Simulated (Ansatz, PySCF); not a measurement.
BH, SMILES [BH] (connectivity only; charge and spin as stated), neutral, multiplicity 1.

The structure is a stationary point at PBE0-D3(BJ)/def2-TZVPD.

Two levels are set side by side: PBE/def2-TZVPD (Ansatz, a quantum-chemistry and plane-wave program) and EOM-CCSD/aug-cc-pVDZ (PySCF). PBE by ΔSCF, the other level by its IP root; same geometry, the bases differ. Differences are taken from unrounded values.

| quantity | EOM-CCSD |
|---|---|
| vertical ionisation energy (eV) | 9.69 |

What does PBE give, and how far is it from EOM-CCSD? (An estimate is asked for; the answer gives what the named calculation found.)


```
quantity                          PBE  PBE minus EOM-CCSD
-------------------------------  ----  ------------------
vertical ionisation energy (eV)  9.58               -0.11
```

Here PBE gives about what the other level gives.
